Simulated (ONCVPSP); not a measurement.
## Configuration tests for Zr (ONCV)

Zr, optimised norm-conserving Vanderbilt (ONCV), made with ONCVPSP 4.0.1 (revPBE, scalar-relativistic). Core [Ar] 3d10, reference 4s2 4p6 4d2.5 5s1.5. Waves: 4s+5s: rc 2.00 bohr, ncon 4, nbas 8, qcut 7.2 1/bohr, 2 projectors; 4p: rc 1.55 bohr, ncon 4, nbas 8, qcut 6.4 1/bohr, 3 projectors, debl 0.9 Ha; 4d: rc 3.10 bohr, ncon 4, nbas 9, qcut 4.3 1/bohr, 2 projectors, debl 2.1 Ha. Local part: polynomial inside 1.25 bohr (lpopt 5, dvloc0 1 Ha). Core correction: Teter function, fcfact 2.25, rcfact 1.3.

In the p channel the program set the typed energies aside and used -1.154, 0.250, 1.150 Ha.

Energies are relative to the spin-unpolarised reference configuration 4s2 4p6 4d2.5 5s1.5; without spin polarisation the order of configurations can differ from experiment.

(1) Give the all-electron excitation energy and the error of the potential for: 4s2 4p6 4d2 5s2; 4s2 4p6 4d2 5s1; 4s2 4p6 4d2 5s0; 4s2 4p6 4d1 5s2 5p1.

Levels in the configuration 4s2 4p6 4d2 5s1:

```
level  all-electron (eV)  pseudo (eV)
   4s            -61.141      -61.109
   4p            -39.111      -39.089
   4d             -9.924       -9.895
   5s             -9.838       -9.847
```

Results:

(1)

| valence configuration | charge | ΔE all-electron (eV) | error AE − PS (meV) |
| --- | --- | --- | --- |
| 4s2 4p6 4d2 5s2 | 0 | -0.507 | +11 |
| 4s2 4p6 4d2 5s1 | +1 | 6.559 | +3.0 |
| 4s2 4p6 4d2 5s0 | +2 | 19.357 | -18 |
| 4s2 4p6 4d1 5s2 5p1 | 0 | 2.484 | +140 |
